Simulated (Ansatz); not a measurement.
Energy difference R1 → P1 + P2, each structure at its B3LYP-D3(BJ)/def2-TZVP stationary point, reached from a drawn start (curvature not checked).
P1: O atom, charge 0, multiplicity 3.
P2: S atom, charge 0, multiplicity 3.
R1: OS (SMILES O=S), charge 0, multiplicity 3.

P less R. No zero-point or thermal terms; open shells are unrestricted; no spin–orbit coupling.

Correlated levels freeze the cores.

Run with Ansatz (Gaussian basis) for Hartree–Fock, density functionals and correlated methods. No computed number here is a measurement.

The comparison value is 121.77 kcal/mol (CCSD(T)/cc-pV(Q+d)Z). It is a level with limits of its own, not the exact answer.

### Question
Order these levels by how close they come to the comparison value for the reaction energy, closest first: HF/cc-pV(T+d)Z, B3LYP/def2-TZVPP, HF/cc-pV(Q+d)Z, HF/cc-pV(D+d)Z, wB97X-V/def2-TZVPP. Give each level's value less the comparison value.

### Answer
B3LYP/def2-TZVPP (4.11 kcal/mol), wB97X-V/def2-TZVPP (5.47 kcal/mol), HF/cc-pV(Q+d)Z (-66.61 kcal/mol), HF/cc-pV(T+d)Z (-67.83 kcal/mol), HF/cc-pV(D+d)Z (-79.33 kcal/mol)

Ansatz is a quantum-chemistry and plane-wave program.
